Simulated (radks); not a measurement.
Values are calculated unless marked as measured or tabulated.
Initial-state core-level shifts of the krypton ion Kr+ when its valence configuration changes from [Ar] 3d10 4s2 4p5. Code: a radial shooting solver on a logarithmic mesh with Libxc functionals. Model: scalar-relativistic Kohn-Sham, LDA (Slater exchange, Perdew-Wang correlation), spin-polarised, spherical densities, finite nucleus; open shells are filled with parallel spins first; Fermi nuclear charge, rms radius 4.1884 fm. Shifts are changes of the shell-averaged eigenvalues in eV (positive: less bound); the change of the density at the nucleus, which sets a Mossbauer isomer shift, is in e/bohr^3, on a base of 4.99e+04.

[
 {"valence": "3d9 4s2 4p6", "1s": "-16.832", "2s": "-18.632", "3s": "-13.846", "3p": "-13.647", "density at nucleus": "+20.974"},
 {"valence": "3d9.5 4s2 4p5.5", "1s": "-8.323", "2s": "-9.207", "3s": "-6.899", "3p": "-6.797", "density at nucleus": "+10.340"},
 {"valence": "3d10 4s1 4p6", "1s": "-1.552", "2s": "-1.543", "3s": "-1.551", "3p": "-1.541", "density at nucleus": "-45.310"},
 {"valence": "3d10 4s1.5 4p5.5", "1s": "-0.781", "2s": "-0.776", "3s": "-0.779", "3p": "-0.775", "density at nucleus": "-22.526"}
]
